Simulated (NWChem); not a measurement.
System: C4H3N2, doublet; SMILES [c]1ncccn1

The following NWChem deck was run.

```
start job
memory heap 200 mb stack 900 mb global 1100 mb
geometry units angstroms noautosym nocenter noautoz
  C      0.000000     0.000000    -1.330717
  N     -1.184272     0.000000    -0.787413
  C     -1.189081     0.000000     0.550314
  C      0.000000     0.000000     1.278306
  C      1.189081     0.000000     0.550314
  N      1.184272     0.000000    -0.787413
  H     -2.165266     0.000000     1.048578
  H      0.000000     0.000000     2.369499
  H      2.165266     0.000000     1.048578
end
basis spherical
  * library def2-svp
end
dft
  odft
  mult 2
  xc b3lyp
  iterations 150
end
cosmo
  do_cosmo_smd true
  solvent acetntrl
end
task dft energy
```

In the optimisation the excess spin sits in a1 (C2v, its own frame). Geometry: optimised at PBE0/def2-SVP, spin-unrestricted. No frequency run checked for a minimum. No stability test was run on the SCF state. B3LYP is NWChem's, with the RPA form of VWN correlation. Solvent: acetonitrile.

Level: B3LYP/def2-SVP with SMD (1 M gas to 1 M solution), gas-phase geometry. Reactions with the solvent are ignored.

Problem. Give the results of this calculation. (B3LYP/def2-SVP, spin-unrestricted, SMD on the gas-phase geometry.) Quantities: solvation free energy (kcal/mol); cavity-dispersion-structure term (kcal/mol); dipole in solution (D).

Solution. The solvation free energy (kcal/mol) is -8.7. The cavity-dispersion-structure term (kcal/mol) is -2.4. The dipole in solution (D) comes out as 4.76.
